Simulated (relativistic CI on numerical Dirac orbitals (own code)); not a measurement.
Calculated levels, Hf¹²⁺

These numbers are calculated, not measured: Dirac-Coulomb-Breit CI, orbitals from a KLI potential per configuration, model QED, unscaled Slater integrals (own radial code, finite nucleus).

Configuration list (outside the closed core [Kr]): 4d¹⁰4f¹²5s², 4d¹⁰4f¹¹5s²5p, 4d¹⁰4f¹²5s5p, 4d¹⁰4f¹⁴, 4d¹⁰4f¹³5s, 4d¹⁰4f¹¹5s5p², 4d¹⁰4f¹³5p, 4d¹⁰4f¹²5s5d, 4d¹⁰4f¹³5d, 4d¹⁰4f¹¹5s²6s, 4d¹⁰4f¹²5s5g, 4d¹⁰4f¹³6s, 4d⁹4f¹³5s², 4d¹⁰4f¹²5s6s. Double excitations out of closed p, d and f shells are left out; levels of such configurations are missing from the list, as are those of other unlisted configurations, and high levels can miss mixing partners.

The lowest level is 4d¹⁰4f¹²5s² ³H6, with 99 % of that term; Hund's rules for 4d¹⁰4f¹²5s² give ³H with J = 6, in agreement.

| No. | Configuration | Term | J | E (cm⁻¹) | % | Lifetime (s) |
| --- | --- | --- | --- | --- | --- | --- |
| 1 | 4d¹⁰4f¹²5s² | ³H | 6 | 0.0 | 99 |  |
| 2 | 4f¹¹(4I°)5p | ⁵H | 7 | 329.7 | 63 |  |
| 3 | 4f¹¹(4I°)5p | ³K | 8 | 6277.1 | 46 | 1.07e+00 |
| 4 | 4d¹⁰4f¹²5s² | ³F | 4 | 8648.0 | 57 |  |
| 5 | 4d¹⁰4f¹²5s² | ³H | 5 | 12696.4 | 100 | 1.85e-02 |
| 6 | 4f¹¹(4I°)5p | ⁵H | 6 | 14777.8 | 42 | 8.78e-03 |
| 7 | 4f¹¹(4I°)5p | ⁵K | 7 | 16835.4 | 44 | 2.12e-02 |
| 8 | 4d¹⁰4f¹²5s² | ³H | 4 | 19381.2 | 55 | 4.84e-02 |
| 9 | 4d¹⁰4f¹¹5s²5p | ³H | 5 | 20964.8 | 26 | 9.79e-02 |
| 10 | 4d¹⁰4f¹²5s² | ³F | 3 | 22813.1 | 100 | 2.34e-02 |
| 11 | 4f¹¹(4I°)5p | ⁵K | 6 | 22911.4 | 41 | 2.83e-02 |
| 12 | 4f¹¹(2G°)5p | ³F | 4 | 23621.7 | 23 | 2.57e+00 |
| 13 | 4d¹⁰4f¹²5s² | ³F | 2 | 23994.5 | 78 | 2.11e+01 |
| 14 | 4f¹¹(4I°)5p | ⁵K | 5 | 25584.6 | 27 | 8.59e-01 |
| 15 | 4f¹¹(4F°)5p | ³G | 5 | 30677.7 | 26 | 5.55e-02 |
| 16 | 4f¹¹(4I°)5p | ³H | 4 | 31089.6 | 23 | 2.70e-02 |
| 17 | 4d¹⁰4f¹²5s² | ¹G | 4 | 32087.8 | 50 | 9.74e-03 |
| 18 | 4f¹¹(4S°)5p | ⁵P | 1 | 33635.6 | 57 |  |
| 19 | 4f¹¹(2H°)5p | ³G | 5 | 35962.9 | 20 | 5.28e-03 |
| 20 | 4f¹¹(4S°)5p | ⁵P | 2 | 36529.9 | 30 | 2.38e+00 |
| 21 | 4f¹¹(2H°)5p | ³H | 6 | 37060.7 | 28 | 8.74e-03 |
| 22 | 4f¹¹(4F°)5p | ⁵F | 3 | 37392.8 | 40 | 2.50e-02 |
| 23 | 4f¹¹(4F°)5p | ⁵F | 2 | 39929.6 | 33 | 6.49e-01 |
| 24 | 4f¹¹(2D°)5p | ³D | 1 | 41029.0 | 38 | 1.19e-01 |
| 25 | 4f¹¹(4F°)5p | ⁵G | 4 | 41764.5 | 31 | 9.99e-03 |
| 26 | 4d¹⁰4f¹²5s² | ¹D | 2 | 44021.9 | 31 | 1.30e-02 |
| 27 | 4d¹⁰4f¹¹5s²5p | ³G | 5 | 44333.0 | 21 | 8.41e-03 |
| 28 | 4f¹¹(4G°)5p | ⁵F | 4 | 45727.8 | 19 | 1.23e-02 |
| 29 | 4f¹¹(4F°)5p | ⁵G | 3 | 45794.8 | 33 | 3.39e-02 |
| 30 | 4f¹¹(4F°)5p | ⁵G | 2 | 46614.2 | 18 | 1.59e-02 |
| 31 | 4f¹¹(2K°)5p | ³I | 7 | 48837.7 | 58 | 3.69e-03 |
| 32 | 4f¹¹(2K°)5p | ³L | 8 | 49739.4 | 40 | 9.57e-03 |
| 33 | 4f¹¹(2G°)5p | ³F | 3 | 50756.1 | 29 | 1.37e-02 |
| 34 | 4f¹¹(2H°)5p | ³G | 5 | 51919.1 | 19 | 4.55e-03 |
| 35 | 4f¹¹(4G°)5p | ³H | 6 | 52009.9 | 38 | 8.78e-03 |
| 36 | 4f¹¹(4G°)5p | ⁵H | 4 | 52081.0 | 31 | 6.00e-03 |
| 37 | 4d¹⁰4f¹²5s² | ¹I | 6 | 53452.4 | 97 | 1.80e-02 |
| 38 | 4f¹¹(2G°)5p | ³H | 4 | 53823.0 | 32 | 5.68e-03 |
| 39 | 4f¹¹(4G°)5p | ³G | 5 | 54632.4 | 28 | 5.72e-03 |
| 40 | 4f¹¹(2P°)5p | ³D | 1 | 56529.3 | 42 | 9.69e-03 |
| 41 | 4d¹⁰4f¹²5s² | ³P | 0 | 56620.0 | 80 | 1.37e-01 |
| 42 | 4f¹¹(2K°)5p | ³L | 7 | 57357.4 | 68 | 1.92e-02 |
| 43 | 4f¹¹(2D°)5p | ³F | 2 | 58453.8 | 21 | 7.74e-03 |
| 44 | 4d¹⁰4f¹²5s² | ³P | 1 | 59110.2 | 64 | 1.92e-02 |
| 45 | 4f¹¹(4G°)5p | ⁵H | 3 | 59264.1 | 61 | 1.72e-02 |

Energies count from the lowest computed level; lifetimes are radiative, by E1, M1, E2, M2, E3 decay to levels of this space only; some are left blank where a channel outside the calculation adds to the decay or the decay crosses a small, uncertain gap. Percentages are summed over parent terms; the parents shown are those of the largest component, closed shells are left out there.

The mean weight of the leading LS term, summed over parents, in these 45 levels is 45 %, and that of the leading jj configuration (from the same eigenvectors) 64 %, so jj coupling describes them better and the LS labels are nominal.

At this charge transitions that keep the count of f electrons are usually good to a few per cent. Terms inside the open d or f shell come out 10 to 20 % too wide with unscaled integrals. Levels and lines within the n = 5 or 6 shells can be off by up to 10 % or somewhat more, and those that change n by about 2 %, since core polarisation is missing. Levels that differ in their count of f electrons can be misplaced by several ten thousand cm⁻¹, since the correlation energy of f electrons is missing or only estimated; rates across such gaps can be off by orders of magnitude.

LS names give the leading component of a level, which can be under half, so a name can repeat, a term be missing and a line seem to break the LS rules.
